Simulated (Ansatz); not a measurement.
```yaml
crystal:
  periodic: [false, false, false]
  atoms:
    - {symbol: C, position_ang: [0.342091, 1.418234, 0.545189]}
    - {symbol: O, position_ang: [0.845890, 0.321013, -0.186839]}
    - {symbol: Si, position_ang: [0.293111, -1.201892, -0.130871]}
    - {symbol: F, position_ang: [1.150353, -1.972904, -1.220638]}
    - {symbol: Se, position_ang: [-1.923275, -1.343723, -0.572237]}
    - {symbol: H, position_ang: [0.573974, 1.320033, 1.610212]}
    - {symbol: H, position_ang: [0.820018, 2.321407, 0.164897]}
    - {symbol: H, position_ang: [-0.741845, 1.510641, 0.426554]}
    - {symbol: H, position_ang: [0.499335, -1.853374, 1.180499]}
    - {symbol: H, position_ang: [-1.776452, -0.570635, -1.813868]}
basis:
  gaussian: {orbitals: aug-cc-pVTZ, point_charges: [{charge: 1.00, position_ang: [5.364, 0.687, 0.275]}]}
hamiltonian: {xc: {name: RPBE}, pseudopotentials: {relativity: none}}
accuracy: high
```

```sh
$ ansatz run in.yaml --threads 4 --pin off --events-out ev --progress --plain --max-ram 10444MiB
```

It prints (some lines left out):

```
Functional definition: RPBE
5543 factors; integrals over basis functions are off by at most 4.0e-9 eV
mean field evaluation 1: about -79101.9774 eV, gradient 7.3e1 eV
mean field evaluation 2: about -79015.9824 eV, gradient 1.9e2 eV
mean field evaluation 4: about -79111.6814 eV, gradient 1.5e1 eV
mean field evaluation 8: about -79112.0156 eV, gradient 3.8e-1 eV
mean field evaluation 16: about -79112.0090 eV, gradient 2.7e-4 eV
mean field -79112.00897756 eV, -2907.3127058795 hartree, gradient 6.5e-8 eV, S^2 0.000000; 0 other end points of the search recorded, 0 dependent functions left out
reference -79112.00898558 eV, -2907.3127061742 hartree; 38, 38 occupied and 324, 324 virtual orbitals, 5543 factors
Total energy: -79112.00898558 eV, -2907.3127061742 hartree
```

Hardware: 4 threads of an Intel Xeon Platinum 8488C on a shared host. Wall time 21 s, peak host memory 4.3 GiB.
